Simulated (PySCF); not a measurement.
Compound: B(NH3)Cl3.
Cartesian coordinates in Å at the PBE0-D3(BJ)/def2-SVP level; atoms count from 1:
```
atom  x, y, z in Å
B1    -0.010   -0.006   -0.776
N2     0.048   -0.014    0.842
H3    -0.900    0.025    1.226
H4     0.579    0.794    1.179
H5     0.503   -0.870    1.168
Cl6    1.740   -0.028   -1.305
Cl7   -0.890    1.538   -1.205
Cl8   -0.931   -1.524   -1.214
```

Computed at PBE0/pcSseg-1 (PySCF, non-relativistic), with Q(11B) = 0.04059 b, Q(14N) = 0.02044 b, Q(35Cl) = −0.0817 b: B1, 11B (I = 3/2): χzz = 0.430 MHz, η = 0.011; N2, 14N (I = 1): χzz = -1.639 MHz, η = 0.005; Cl6, 35Cl (I = 3/2): χzz = -48.19 MHz, η = 0.077.

Question: Find the zero-field quadrupole resonance frequencies of 11B at B1.

Answer: From ν = (|χ|/2)√(1 + η²/3): ν = 0.215 MHz (boron bonded to 3 Cl and N).

Question: Where would the pure quadrupole (NQR) lines of 14N at N2 fall for the rigid, isolated species?

Answer: From ν± = (3/4)|χ|(1 ± η/3) and ν0 = |χ|η/2: ν+ 1.231 MHz, ν− 1.227 MHz, ν0 0.004 MHz (nitrogen bonded to B and 3 H).

Question: Where would the pure quadrupole (NQR) lines of 35Cl at Cl6 fall for the rigid, isolated species?

Answer: From ν = (|χ|/2)√(1 + η²/3): ν = 24.12 MHz (chlorine bonded to B). For 37Cl the ratio of quadrupole moments, 0.7881, gives 19.01 MHz.

Question: Apply the simplest Townes–Dailey estimate (no s hybridisation, no π bonding), ionic character = 1 − χzz/χ0, where χ0 is the coupling for one missing p electron along the bond: −109.74 MHz for 35Cl.

Answer: Cl6 on B1: 1 − (-48.19)/(-109.74) = 0.56. In this model a purely covalent bond gives χ0 and a free halide ion gives zero; s hybridisation or π bonding, where present, is counted here as ionic character.

In a crystal, neighbours and librations shift these lines. These gradients aren't converged with respect to the basis.

The run behind these numbers computed NMR shieldings as well. On an AMD EPYC with one thread, on a shared host, this took 29 s (with the writing of density and orbital grids) and 0.65 GiB of memory at its peak.
